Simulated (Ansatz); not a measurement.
**ZnH2: state-averaged CASSCF**

Computed with Ansatz's Gaussian-basis code (development build). State-averaged CASSCF with equal weights; occupations are averaged over the states; levels count from the state that is lowest in CASSCF. CASSCF levels without dynamic correlation can be off by over 1 eV. The basis is small, far from the limit. No symmetry is imposed, so a solution can break that of the shape. No proof that the lowest CASSCF solution was found.

Geometry:

```xyz
3

Zn    0.0000    0.0000    0.0000
H     0.0000    0.0000    1.5300
H     0.0000    0.0000   -1.5300
```

Basis 6-31G, nonrelativistic, 5 orbitals frozen in the corrections; active space CAS(2,2). Averaged: 1 singlet, 1 triplet.

Give the levels in order, with their spins.



```
  state  CASSCF (eV)
singlet        0.000
triplet        6.111
```

Occupations: 1.50, 0.50.

Same geometry.

Basis cc-pVTZ, nonrelativistic, 5 orbitals frozen in the corrections; active space CAS(2,2). Averaged: 3 singlets.

Give the levels in order.



```
  state  CASSCF (eV)
singlet        0.000
singlet        6.495
singlet       16.617
```

Occupations: 1.00, 1.00.

Same geometry.

Basis cc-pVTZ, nonrelativistic, 5 orbitals frozen in the corrections; active space CAS(2,2). Averaged: 1 singlet, 1 triplet.

Give the levels in order, with their spins.



```tsv
state	CASSCF (eV)
singlet	0.000
triplet	5.939
```

Occupations: 1.50, 0.50.
